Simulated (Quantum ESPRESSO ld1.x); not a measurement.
Question: The mean radii <r> (bohr) of the occupied orbitals of an atom or ion are listed with their occupations. Method: scalar-relativistic Kohn-Sham, relativistic LDA (MacDonald-Vosko exchange, VWN5 correlation), spin-unpolarised, spherical densities, point nucleus; computed with ld1.x of Quantum ESPRESSO 7.5.

| orbital | occ. | <r> |
|---|---|---|
| 1s | 1 | 0.01760 |

Name the element and its charge.

Answer: Z = 76, osmium, charge +75: Os75+ in 1s1. The 1s radius gives Z: for a bare nucleus <r> = (2 gamma + 1)/(2Z) with gamma = sqrt(1 - (Z/c)^2), 0.01753 bohr for Z = 76, and the self-interaction of the functional makes it slightly larger (0.01760 here). The occupations add up to 1, and the charge is Z minus that.
